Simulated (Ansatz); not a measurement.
Geometry optimisation, RKS PBE-D4/def2-SVP (Ansatz 0.2.0).

input.yaml

```yaml
crystal:
  periodic: [false, false, false]
  atoms:
    - { symbol: C, position_ang: [-0.9285, 0.5243, 2.019] }
    - { symbol: B, position_ang: [0.6034, 0.4867, 2.0282] }
    - { symbol: Al, position_ang: [1.5922, -0.3131, 0.4087] }
    - { symbol: Si, position_ang: [0.4855, -1.114, -1.4336] }
    - { symbol: C, position_ang: [-0.604, 0.2545, -2.1726] }
    - { symbol: H, position_ang: [-1.399, -0.434, 1.8842] }
    - { symbol: H, position_ang: [-1.3143, 1.0089, 2.9634] }
    - { symbol: H, position_ang: [-1.2662, 1.225, 1.1548] }
    - { symbol: H, position_ang: [1.213, 0.8989, 3.0089] }
    - { symbol: H, position_ang: [3.2221, -0.3866, 0.4582] }
    - { symbol: H, position_ang: [-0.4916, -2.2072, -0.9709] }
    - { symbol: H, position_ang: [1.3642, -1.6248, -2.4289] }
    - { symbol: H, position_ang: [0.0158, 1.1149, -2.4828] }
    - { symbol: H, position_ang: [-1.1918, -0.1018, -3.0183] }
    - { symbol: H, position_ang: [-1.3226, 0.6176, -1.389] }
basis:
  gaussian: { orbitals: def2-SVP }
hamiltonian:
  xc: pbe
  dispersion: d4
relax:
  f_tol: 0.02
  max_steps: 50
output:
  orbitals: {}
```

Command:

```bash
$ ansatz run input.yaml --threads 2 --pin off --max-ram 3072MiB --backend cpu --events-out ev --progress --plain --runs-dir out
```

Task: Where does it end, and by what steps?

Result: It converged. The force dipped under the threshold on the way, but the program's further checks kept it going. After 32 steps the energy has fallen by 0.699 eV; H10 moved furthest, 1.57 Å.

| step | energy less start (eV) | largest force component (eV/Å) | accepted |
| --- | --- | --- | --- |
| 0 | 0.0000 | 2.685 | yes |
| 2 | -0.4972 | 0.257 | yes |
| 4 | -0.5147 | 0.156 | yes |
| 6 | -0.5390 | 0.327 | yes |
| 8 | -0.5878 | 0.160 | yes |
| 10 | -0.6160 | 0.343 | yes |
| 12 | -0.6580 | 0.239 | yes |
| 14 | -0.6703 | 0.391 | no |
| 16 | -0.6854 | 0.132 | yes |
| 18 | -0.6934 | 0.145 | yes |
| 20 | -0.6963 | 0.019 | yes |
| 22 | -0.6968 | 0.024 | yes |
| 24 | -0.6973 | 0.021 | yes |
| 26 | -0.6978 | 0.034 | yes |
| 28 | -0.6985 | 0.055 | yes |
| 30 | -0.6990 | 0.021 | yes |
| 32 | -0.6994 | 0.013 | yes |

```xyz
15
Properties=species:S:1:pos:R:3
C -0.856 0.597 2.632
B 0.479 0.721 1.819
Al 1.379 -0.736 0.561
Si 0.642 -1.032 -1.786
C -0.650 0.245 -2.364
H -1.261 -0.418 2.815
H -0.864 1.183 3.576
H -1.595 1.124 1.973
H 1.000 1.834 1.836
H 2.582 -1.683 1.068
H 0.051 -2.420 -1.930
H 1.826 -0.997 -2.729
H -0.235 1.272 -2.319
H -0.968 0.047 -3.408
H -1.551 0.213 -1.717
```

Whether the end is a true minimum wasn't checked by a vibrational analysis.

Time of the run: 86 s on 2 threads of Arm Neoverse V2, on a shared host, peak memory 0.17 GiB.
